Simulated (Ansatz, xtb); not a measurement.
# Two structures of ClH3Si3+

We compare a, a doublet given by its coordinates, with b, a doublet given by its coordinates. Both are isolated ions in the gas phase, relaxed with PBE0-D3(BJ)/def2-SVP.

a (Å):

```csv
atom,x (Å),y (Å),z (Å)
Cl,0.9835,-2.7342,-0.8755
Si,-2.5092,-0.2826,-0.1358
Si,-0.7719,-0.3098,1.3468
Si,-0.6558,-2.2852,0.1994
H,-2.7204,0.8601,-1.0648
H,-3.6337,-1.2634,-0.1146
H,-1.5994,-3.4315,0.3035
```

Close contacts (Å): Cl1–Si4 2.01, Si2–Si3 2.28, Si2–Si4 2.75, Si3–Si4 2.29, Si2–H5 1.49, Si2–H6 1.49, Si4–H7 1.49.

b (Å):

```xyz
7

Cl    0.8685   -1.3639   -0.2797
Si   -2.6594   -0.3973   -0.3792
Si   -2.6447   -2.5779   -1.0375
Si   -0.7793   -2.3914    0.2737
H    -1.5986    0.5971   -0.7031
H    -3.8736    0.1875    0.2526
H    -0.5434   -3.1638    1.5216
```

Close contacts (Å): Cl1–Si4 2.02, Si2–Si3 2.28, Si2–Si4 2.82, Si3–Si4 2.29, Si2–H5 1.49, Si2–H6 1.49, Si4–H7 1.49.

Problem. Estimate E(b) − E(a) at the level CCSD(T)/def2-SVP.

Solution. Too close to call at this level: CCSD(T)/def2-SVP gives E(b) − E(a) = +0.036 eV.

Level by level:

```csv
level,geometry,E(b) − E(a) (eV),departure from the last row (eV),"job, with rough time for the two"
PBE0-D3(BJ)/def2-SVP,PBE0-D3(BJ)/def2-SVP,+0.029,−0.007,"optimisation, 2.1 min"
HF/def2-SVP,PBE0-D3(BJ)/def2-SVP,+0.043,+0.007,part of the CCSD(T) run
MP2/def2-SVP,PBE0-D3(BJ)/def2-SVP,+0.030,−0.006,part of the CCSD(T) run
CCSD(T)/def2-SVP,PBE0-D3(BJ)/def2-SVP,+0.036,,"single point, 18 s"
```

The largest departure from CCSD(T)/def2-SVP is that of PBE0-D3(BJ)/def2-SVP, 0.007 eV. Levels run at GFN2-xTB geometries aren't shown.

With harmonic frequencies from PBE0-D3(BJ)/def2-SVP (ideal gas, rigid rotor, one conformer each, 298.15 K, 1 atm): the zero-point term adds +0.003 eV; ΔH is +0.039 and ΔG +0.041 eV.

Open shells are spin-unrestricted, with notable spin contamination under HF/def2-SVP, MP2/def2-SVP, CCSD(T)/def2-SVP. The correlated steps freeze 20 core orbitals. Codes used: Ansatz 0.2.0; the last row on 2 threads of AMD EPYC 7R43 64-Core Processor (Zen 3) on a shared host.
